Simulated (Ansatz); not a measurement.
```yaml
crystal:
  periodic: [false, false, false]
  atoms:
    - {symbol: C, position_ang: [-1.586651, -1.452650, -1.156991]}
    - {symbol: O, position_ang: [-0.405787, -1.401661, -0.394261]}
    - {symbol: Sb, position_ang: [-0.277827, -0.140981, 1.112740]}
    - {symbol: Si, position_ang: [2.134811, -0.965477, 1.551559]}
    - {symbol: O, position_ang: [0.456232, 1.423922, 0.169902]}
    - {symbol: C, position_ang: [-0.420954, 2.368693, -0.392931]}
    - {symbol: H, position_ang: [-1.674146, -2.450868, -1.595314]}
    - {symbol: H, position_ang: [-1.564659, -0.721569, -1.974337]}
    - {symbol: H, position_ang: [-2.490243, -1.267601, -0.558819]}
    - {symbol: H, position_ang: [2.782105, -0.084207, 2.559920]}
    - {symbol: H, position_ang: [2.890515, -0.929459, 0.275741]}
    - {symbol: H, position_ang: [2.092390, -2.352132, 2.087879]}
    - {symbol: H, position_ang: [-1.340431, 2.501736, 0.194779]}
    - {symbol: H, position_ang: [0.090549, 3.334428, -0.437213]}
    - {symbol: H, position_ang: [-0.707801, 2.087125, -1.413454]}
basis:
  gaussian: {orbitals: def2-TZVPP, fitting: {mean_field: def2-universal-jkfit}}
hamiltonian: {xc: {name: HF}}
correlation: {method: mp2, frozen_orbitals: {C: 9}}
```

```sh
$ ansatz run in.yaml --threads 2 --pin off --events-out ev --progress --plain --max-ram 32768MiB --backend cuda --devices 0, --max-vram 18GiB
```

It prints (some lines left out):

```
Functional definition: HF
Error: "frozen_orbitals" has no count for O
```

In this input frozen orbitals are typed for one element alone, and the program wants a count for each. The program refused the input.
